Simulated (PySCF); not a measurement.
Numbering as in the mapped SMILES `[O:1]=[C:2]1[CH:3]=[C:4]([CH2:5]/[CH:6]=[CH:7]\[Cl:8])[CH2:9][SiH2:10]1`; H(Xn) means a hydrogen on atom n.

Method: σ from GIAO-PBE0/pcSseg-1, coordinates at the GFN2-xTB level, in PySCF (no relativistic terms, one conformer, no solvent, one averaged value for each set of equivalent atoms).

Referencing at the same level of theory: 13C (σref 186.93) vs TMS.

Do the 13C shifts follow the atomic charges (in e)? Tabulate both.

Results:


| atoms | hybridisation | δ (ppm) | σ para (ppm) | Hirshfeld | IAO | Mulliken | ESP-fitted |
| --- | --- | --- | --- | --- | --- | --- | --- |
| C2 | sp2 | 235.7 | -303 | +0.06 | +0.13 | +0.06 | +0.46 |
| C4 | sp2 | 183.4 | -260 | +0.05 | +0.08 | -0.34 | +0.11 |
| C3 | sp2 | 148.0 | -213 | -0.08 | -0.23 | -0.04 | -0.38 |
| C6 | sp2 | 137.4 | -207 | -0.04 | -0.15 | -0.16 | -0.02 |
| C7 | sp2 | 134.8 | -199 | -0.03 | -0.18 | -0.09 | -0.34 |
| C5 | sp3 | 41.4 | -100 | -0.07 | -0.27 | -0.06 | -0.17 |
| C9 | sp3 | 15.3 | -79 | -0.17 | -0.56 | -0.43 | -0.32 |

Correlation coefficients of δ with charge over these carbons: Hirshfeld +0.89, IAO +0.92, Mulliken +0.47, ESP-fitted +0.69; with the paramagnetic shielding -1.00. Among the 5 sp2 carbons alone: Hirshfeld +0.84, IAO +0.90, Mulliken +0.29, ESP-fitted +0.89. With so few points, grouped by hybridisation, these coefficients are fragile. Charge is one influence among several: hybridisation and low-lying excitations act through the paramagnetic term.

Carbons that carry Cl, above all several Cl atoms, come out too deshielded, partly because spin–orbit coupling is missing. Shifts are as computed. Against solution values, carbons near 30 ppm lie about +3 ppm off and those near 130 ppm about +5 ppm; carbons on Cl a further +6 ppm. Of 1211 compounds with measured shifts, 218 miss one by over three times the rms of a fit or turn the order of signals round; such compounds aren't used in these exercises.
